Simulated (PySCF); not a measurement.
## Stationary points of PbF2

Computed with PBE0/[Pb def2-TZVP with ECP60, F def2-TZVP], scalar-relativistic core potentials, density fitting, no spin–orbit coupling, PySCF.

Relaxations began from a few typed shapes. The search is not exhaustive: other isomers or separated fragments can lie lower, and high-lying points may rest on an excited occupation.

```tsv
spin	group	bonds	angles	imaginary modes (cm⁻¹)	ΔE (kJ/mol)	ΔE with ZPE (kJ/mol)
singlet	C2v	Pb–F 2.038 Å (×2)	F–Pb–F 96.5°	none	0.0	0.0
singlet	D∞h	Pb–F 2.149 Å (×2)	F–Pb–F 180.0°	152i, 152i	123.4	–
```

The lowest minimum found is the singlet C2v: Pb–F 2.038 Å (×2); F–Pb–F 96.5°.

Counting electrons, lead keeps 2 of its valence electrons outside its bonds, so the VSEPR class is AX2E1 and the expected shape is bent (C2v), as computed. The angle of 97° is close to 90°: the heavy centre bonds with nearly pure p orbitals and keeps its lone pair s-like.

For the lowest minimum: spin–orbit coupling, left out here, can matter for elements this heavy.
